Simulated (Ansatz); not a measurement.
Zn₃⁻, relaxed as a quartet with UKS PBE0/def2-TZVPD in Ansatz, starting from the PBE0/def2-TZVPD geometry of the charge -1 doublet. Force threshold 0.02 eV/Å.

The highest occupied level of the charge -1 quartet lies above zero (up to 0.56 eV). The electron is either unbound and held by the finite basis, or the level is raised by self-interaction error. At PBE0/def2-TZVPD a doublet of charge -1 lies 1.87 eV below the quartet, each at its own geometry. The structure comes from a short search, and lower isomers may exist.

Start:

```xyz
3

Zn    0.049    0.461   -1.489
Zn   -0.887   -1.215    0.411
Zn    0.838    0.754    1.078
```

(1) Estimate the energy that the relaxation releases and the steps that it takes.

(2) Does the start keep its bonding and symmetry?

(3) Predict the relaxed structure.

## Answers

(1) 0.18 eV, in 5 steps; 28 s on 4 threads of Arm Neoverse V1 on a shared host. The force fell under the threshold at step 4, but the optimiser went on. No frequencies were taken in this run, so the end may be a saddle point.

(2) By distances, no bond broke or formed. The bond that changes most is Zn1–Zn2, from 2.70 to 2.39 Å (atoms count from 1). Point group D3h at the start, C2v at the end, both within 0.05 Å.

(3) 
```xyz
3

Zn   -0.033    0.339   -1.417
Zn   -0.862   -1.144    0.266
Zn    0.895    0.805    1.151
```
Bond lengths (bridged metal pairs left out): 3 × Zn–Zn 2.39 to 2.77 Å.
